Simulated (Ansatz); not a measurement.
## Molecular dynamics of H4MgSn

input.yaml

```yaml
crystal:
  periodic: [false, false, false]
  atoms:
    - { symbol: Mg, position_ang: [0.666689, -1.641353, 0.701999] }
    - { symbol: Sn, position_ang: [-0.301307, 0.735037, -0.316976] }
    - { symbol: H, position_ang: [1.267648, -3.105328, 1.33414] }
    - { symbol: H, position_ang: [-1.72165, 0.561234, -1.278563] }
    - { symbol: H, position_ang: [0.817833, 1.563863, -1.333565] }
    - { symbol: H, position_ang: [-0.729213, 1.886547, 0.892965] }
basis:
  gaussian: { orbitals: def2-SVP }
hamiltonian:
  xc: pbe0
md:
  timestep: 0.5
  n_steps: 100
  ensemble: nvt_langevin
  temperature: 200.0
  initial_velocities: maxwell_boltzmann
  seed: 95368
  friction: 0.001
scf:
  lower_state_search: "off"
```

Run as:

```bash
$ ansatz run input.yaml --threads 1 --pin off --max-ram 2048MiB --backend cpu --events-out ev --progress --plain --runs-dir out
```

It starts from a relaxed structure.

Output, in part (one step line in 2, the closing report, with atoms numbered from 0):

```
md step     0: t =     0.00 fs  T =   166.7 K  F+E_penalty+E_count = -11335.26240826 eV  E_kin = 0.129260 eV  (12 SCF iters)
md step     2: t =     1.00 fs  T =   158.3 K  F+E_penalty+E_count = -11335.25656182 eV  E_kin = 0.122735 eV  (18 SCF iters)
md step     4: t =     2.00 fs  T =   137.5 K  F+E_penalty+E_count = -11335.24120847 eV  E_kin = 0.106622 eV  (18 SCF iters)
md step     6: t =     3.00 fs  T =   112.7 K  F+E_penalty+E_count = -11335.22158637 eV  E_kin = 0.087405 eV  (12 SCF iters)
md step     8: t =     4.00 fs  T =    91.1 K  F+E_penalty+E_count = -11335.20418315 eV  E_kin = 0.070668 eV  (13 SCF iters)
md step    10: t =     5.00 fs  T =    76.3 K  F+E_penalty+E_count = -11335.19407725 eV  E_kin = 0.059201 eV  (13 SCF iters)
md step    12: t =     6.00 fs  T =    70.6 K  F+E_penalty+E_count = -11335.19226603 eV  E_kin = 0.054728 eV  (13 SCF iters)
md step    14: t =     7.00 fs  T =    73.2 K  F+E_penalty+E_count = -11335.19587750 eV  E_kin = 0.056785 eV  (13 SCF iters)
md step    16: t =     8.00 fs  T =    81.8 K  F+E_penalty+E_count = -11335.20176223 eV  E_kin = 0.063405 eV  (18 SCF iters)
md step    18: t =     9.00 fs  T =    90.0 K  F+E_penalty+E_count = -11335.20615379 eV  E_kin = 0.069764 eV  (18 SCF iters)
md step    20: t =    10.00 fs  T =    95.2 K  F+E_penalty+E_count = -11335.20708952 eV  E_kin = 0.073871 eV  (18 SCF iters)
md step    22: t =    11.00 fs  T =    89.0 K  F+E_penalty+E_count = -11335.20378800 eV  E_kin = 0.068993 eV  (12 SCF iters)
md step    24: t =    12.00 fs  T =    78.7 K  F+E_penalty+E_count = -11335.19727631 eV  E_kin = 0.061050 eV  (12 SCF iters)
md step    26: t =    13.00 fs  T =    70.1 K  F+E_penalty+E_count = -11335.18960917 eV  E_kin = 0.054338 eV  (12 SCF iters)
md step    28: t =    14.00 fs  T =    58.3 K  F+E_penalty+E_count = -11335.18231933 eV  E_kin = 0.045176 eV  (12 SCF iters)
md step    30: t =    15.00 fs  T =    51.4 K  F+E_penalty+E_count = -11335.17931183 eV  E_kin = 0.039893 eV  (13 SCF iters)
md step    32: t =    16.00 fs  T =    56.1 K  F+E_penalty+E_count = -11335.18265555 eV  E_kin = 0.043476 eV  (13 SCF iters)
md step    34: t =    17.00 fs  T =    66.4 K  F+E_penalty+E_count = -11335.19289572 eV  E_kin = 0.051470 eV  (12 SCF iters)
md step    36: t =    18.00 fs  T =    84.7 K  F+E_penalty+E_count = -11335.20667630 eV  E_kin = 0.065673 eV  (18 SCF iters)
md step    38: t =    19.00 fs  T =    97.7 K  F+E_penalty+E_count = -11335.21891151 eV  E_kin = 0.075757 eV  (18 SCF iters)
md step    40: t =    20.00 fs  T =   109.3 K  F+E_penalty+E_count = -11335.22611265 eV  E_kin = 0.084739 eV  (18 SCF iters)
md step    42: t =    21.00 fs  T =   110.2 K  F+E_penalty+E_count = -11335.22717969 eV  E_kin = 0.085496 eV  (12 SCF iters)
md step    44: t =    22.00 fs  T =   105.1 K  F+E_penalty+E_count = -11335.22361395 eV  E_kin = 0.081514 eV  (12 SCF iters)
md step    46: t =    23.00 fs  T =   107.8 K  F+E_penalty+E_count = -11335.21768840 eV  E_kin = 0.083590 eV  (12 SCF iters)
md step    48: t =    24.00 fs  T =   102.7 K  F+E_penalty+E_count = -11335.21083803 eV  E_kin = 0.079655 eV  (12 SCF iters)
md step    50: t =    25.00 fs  T =    98.8 K  F+E_penalty+E_count = -11335.20355786 eV  E_kin = 0.076630 eV  (12 SCF iters)
md step    52: t =    26.00 fs  T =    88.1 K  F+E_penalty+E_count = -11335.19587569 eV  E_kin = 0.068344 eV  (12 SCF iters)
md step    54: t =    27.00 fs  T =    73.4 K  F+E_penalty+E_count = -11335.18854112 eV  E_kin = 0.056916 eV  (12 SCF iters)
md step    56: t =    28.00 fs  T =    68.9 K  F+E_penalty+E_count = -11335.18268398 eV  E_kin = 0.053400 eV  (12 SCF iters)
md step    58: t =    29.00 fs  T =    62.8 K  F+E_penalty+E_count = -11335.17894659 eV  E_kin = 0.048729 eV  (11 SCF iters)
md step    60: t =    30.00 fs  T =    62.5 K  F+E_penalty+E_count = -11335.17864496 eV  E_kin = 0.048476 eV  (11 SCF iters)
md step    62: t =    31.00 fs  T =    65.4 K  F+E_penalty+E_count = -11335.18102442 eV  E_kin = 0.050727 eV  (11 SCF iters)
md step    64: t =    32.00 fs  T =    73.6 K  F+E_penalty+E_count = -11335.18468814 eV  E_kin = 0.057109 eV  (12 SCF iters)
md step    66: t =    33.00 fs  T =    80.2 K  F+E_penalty+E_count = -11335.18674637 eV  E_kin = 0.062237 eV  (12 SCF iters)
md step    68: t =    34.00 fs  T =    76.8 K  F+E_penalty+E_count = -11335.18393269 eV  E_kin = 0.059593 eV  (12 SCF iters)
md step    70: t =    35.00 fs  T =    68.8 K  F+E_penalty+E_count = -11335.17631701 eV  E_kin = 0.053344 eV  (12 SCF iters)
md step    72: t =    36.00 fs  T =    58.9 K  F+E_penalty+E_count = -11335.16719192 eV  E_kin = 0.045655 eV  (12 SCF iters)
md step    74: t =    37.00 fs  T =    57.2 K  F+E_penalty+E_count = -11335.16175240 eV  E_kin = 0.044353 eV  (13 SCF iters)
md step    76: t =    38.00 fs  T =    60.8 K  F+E_penalty+E_count = -11335.16412523 eV  E_kin = 0.047125 eV  (13 SCF iters)
md step    78: t =    39.00 fs  T =    74.0 K  F+E_penalty+E_count = -11335.17529608 eV  E_kin = 0.057362 eV  (13 SCF iters)
md step    80: t =    40.00 fs  T =    98.7 K  F+E_penalty+E_count = -11335.19326240 eV  E_kin = 0.076565 eV  (12 SCF iters)
md step    82: t =    41.00 fs  T =   128.1 K  F+E_penalty+E_count = -11335.21334121 eV  E_kin = 0.099312 eV  (12 SCF iters)
md step    84: t =    42.00 fs  T =   156.8 K  F+E_penalty+E_count = -11335.22959621 eV  E_kin = 0.121626 eV  (18 SCF iters)
md step    86: t =    43.00 fs  T =   171.7 K  F+E_penalty+E_count = -11335.23702601 eV  E_kin = 0.133141 eV  (18 SCF iters)
md step    88: t =    44.00 fs  T =   165.4 K  F+E_penalty+E_count = -11335.23376995 eV  E_kin = 0.128290 eV  (18 SCF iters)
md step    90: t =    45.00 fs  T =   150.3 K  F+E_penalty+E_count = -11335.22223437 eV  E_kin = 0.116577 eV  (18 SCF iters)
md step    92: t =    46.00 fs  T =   128.0 K  F+E_penalty+E_count = -11335.20681981 eV  E_kin = 0.099242 eV  (12 SCF iters)
md step    94: t =    47.00 fs  T =   106.7 K  F+E_penalty+E_count = -11335.19304930 eV  E_kin = 0.082761 eV  (13 SCF iters)
md step    96: t =    48.00 fs  T =    91.8 K  F+E_penalty+E_count = -11335.18472774 eV  E_kin = 0.071235 eV  (13 SCF iters)
md step    98: t =    49.00 fs  T =    95.2 K  F+E_penalty+E_count = -11335.18440568 eV  E_kin = 0.073866 eV  (13 SCF iters)
md step   100: t =    50.00 fs  T =   105.7 K  F+E_penalty+E_count = -11335.19103092 eV  E_kin = 0.081963 eV  (13 SCF iters)
Total energy: -11335.19106961 eV, -416.5605885398 hartree
Atom 0 at     0.769702    -1.642031     0.657979 Å, force     0.160618    -0.621160     0.195464 eV/Å
Atom 1 at    -0.309938     0.723700    -0.296893 Å, force    -0.165649     0.194016     0.604482 eV/Å
Atom 2 at     1.419502    -3.188717     1.297802 Å, force    -0.231962     0.621516    -0.247680 eV/Å
Atom 3 at    -1.749112     0.668587    -1.229519 Å, force     0.013808    -0.088822    -0.154575 eV/Å
Atom 4 at     0.844948     1.645768    -1.183301 Å, force    -0.076930     0.093697     0.015440 eV/Å
Atom 5 at    -0.860438     1.703694     1.074678 Å, force     0.300115    -0.199247    -0.413132 eV/Å
Dipole moment:     0.104225    -0.143521     0.008486 e Å
```

All steps were run. The mean temperature of the second half is 53 % below the set value. A run of 0.05 ps of so small a system gives no equilibrium averages.

The same pairs are bonded in the first frame and the last. Pairs count as bonded within 1.25 times the sum of covalent radii (0.12 Å more for H–H).

Last frame:

```xyz
6
Properties=species:S:1:pos:R:3
Mg 0.770 -1.642 0.658
Sn -0.310 0.724 -0.297
H 1.419 -3.189 1.298
H -1.749 0.669 -1.230
H 0.845 1.646 -1.183
H -0.860 1.704 1.075
```

Time of the run: 100 s on 1 thread of Intel(R) Xeon(R) 6975P-C (Granite Rapids) (shared host), peak memory 0.12 GiB.
